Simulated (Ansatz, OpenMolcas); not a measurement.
BH3O3 (boric acid): methods side by side

The species is BH3O3 (7 atoms), meant as a singlet with charge 0. As SMILES, `OB(O)O`. The coordinates come from a PBE0-D4/def2-TZVP relaxation. This is a higher conformer, about 20 kJ/mol above the lowest found by a separate search.

```xyz
7

O    -1.1097    0.8026    0.3219
B    -0.0122   -0.0068    0.2287
O     0.5012   -0.4693    1.4001
O     0.6007   -0.3813   -0.9454
H    -1.4574    1.1186   -0.5115
H     1.2668   -1.0282    1.2545
H     0.2105   -0.0357   -1.7483
```

Quantity: the vertical energy of the triplet above the singlet, in eV. The values are calculated.

| level | kind | program | value (eV) |
| --- | --- | --- | --- |
| SVWN5/def2-SVPD | LDA | Ansatz | 7.18 |
| BLYP/def2-SVPD | GGA | Ansatz | 7.00 |
| TPSS/def2-SVPD | meta-GGA | OpenMolcas | 7.17 |
| B3LYP/def2-SVPD | global hybrid | Ansatz | 7.49 |
| r2SCAN0/def2-SVPD | hybrid meta-GGA | Ansatz | 7.66 |
| CAM-B3LYP/def2-SVPD | range-separated hybrid | Ansatz | 7.80 |
| PBE-QIDH/def2-SVPD | double hybrid | Ansatz | 8.36 |
| CCSD/def2-SVPD | coupled cluster or CI | Ansatz | 7.96 |

The values span 7.00 to 8.36 eV.
